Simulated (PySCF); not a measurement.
C3H5FOSi, SMILES O1CC([SiH2]F)=C1. Atoms are numbered in the order given.

```xyz
11

F      2.0322    -0.9669    -0.7283
Si     1.4758     0.3572     0.0475
C     -0.3475     0.1817     0.1339
C     -1.2344    -0.7559    -0.2775
O     -2.4039    -0.1853     0.1401
C     -1.5784     0.9191     0.6459
H      1.8969     1.5582    -0.7262
H      2.1104     0.4029     1.3942
H     -1.2275    -1.7207    -0.7912
H     -1.8463     1.8602     0.1416
H     -1.6905     1.0132     1.7369
```

Geometry: B3LYP-D3(BJ)/def2-SVP. The structure was generated by enumeration, and PubChem lists no compound with its InChIKey, so it may never have been made. Other conformers were not sampled.

Two levels are set side by side: PBE/pcSseg-1 (PySCF) and PBE0/pcSseg-1 (PySCF). GIAO shifts against CFCl3 (¹⁹F), H2O (¹⁷O), TMS (²⁹Si), TMS (¹H), TMS (¹³C) at the same level; non-relativistic, no solvent, atoms listed together averaged. Differences are taken from unrounded values.

```tsv
quantity	PBE
δ(¹⁹F) of F1 (ppm)	-266.1
δ(²⁹Si) of Si2 (ppm)	-13.7
δ(¹³C) of C3 (ppm)	111.3
δ(¹³C) of C4 (ppm)	176.9
δ(¹⁷O) of O5 (ppm)	232.6
δ(¹³C) of C6 (ppm)	88.9
δ(¹H) of H7, H8 (ppm)	5.91
δ(¹H) of H9 (ppm)	7.51
δ(¹H) of H10, H11 (ppm)	5.74
```

**Question.** These are the PBE values. What does PBE0 give? (Estimate from the structure and the level; the computed values follow.)

**Answer.** 
| quantity | PBE0 | PBE minus PBE0 |
|---|---|---|
| δ(¹⁹F) of F1 (ppm) | -241.2 | -24.9 |
| δ(²⁹Si) of Si2 (ppm) | -13.6 | -0.1 |
| δ(¹³C) of C3 (ppm) | 113.3 | -2.1 |
| δ(¹³C) of C4 (ppm) | 181.8 | -4.9 |
| δ(¹⁷O) of O5 (ppm) | 214.9 | 17.7 |
| δ(¹³C) of C6 (ppm) | 86.3 | 2.5 |
| δ(¹H) of H7, H8 (ppm) | 5.65 | 0.26 |
| δ(¹H) of H9 (ppm) | 7.59 | -0.08 |
| δ(¹H) of H10, H11 (ppm) | 5.66 | 0.09 |

Rough cost on one machine, each run with all the roots and properties that it gave: PBE0 against PBE within a factor of 2.
